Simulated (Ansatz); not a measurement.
The cluster Al2Ga⁺. Total charge 1; triplet. Geometry B3LYP-D4/def2-TZVP, that of the neutral doublet.

Cartesian coordinates in Å:
```
Al -1.153 -0.089 -0.913
Al 0.231 1.199 0.824
Ga 0.922 -1.110 0.090
```

The structure comes from a short search, and lower isomers may exist.

Question: Estimate the α-spin orbital energies around the gap (eV) in Ansatz with PBE-D4/def2-TZVP, r2SCAN-D4/def2-TZVP, PBE0-D4/def2-TZVP.

Answer: 
```
orbital  PBE-D4/def2-TZVP  r2SCAN-D4/def2-TZVP  PBE0-D4/def2-TZVP
 HOMO−5            -25.29               -25.81             -28.68
 HOMO−4            -16.84               -17.30             -18.41
 HOMO−3            -12.90               -13.12             -13.81
 HOMO−2            -12.40               -12.58             -13.32
 HOMO−1             -9.87               -10.19             -10.61
   HOMO             -9.43                -9.70             -10.17
   LUMO             -8.62                -8.53              -7.97
 LUMO+1             -8.57                -8.47              -7.92
 LUMO+2             -6.83                -6.78              -6.15
 LUMO+3             -6.72                -6.67              -6.05
 LUMO+4             -4.73                -4.48              -3.86
 LUMO+5             -4.39                -3.99              -3.68
 β HOMO            -11.84               -11.95             -12.59
 β LUMO             -8.87                -8.66              -8.10
```
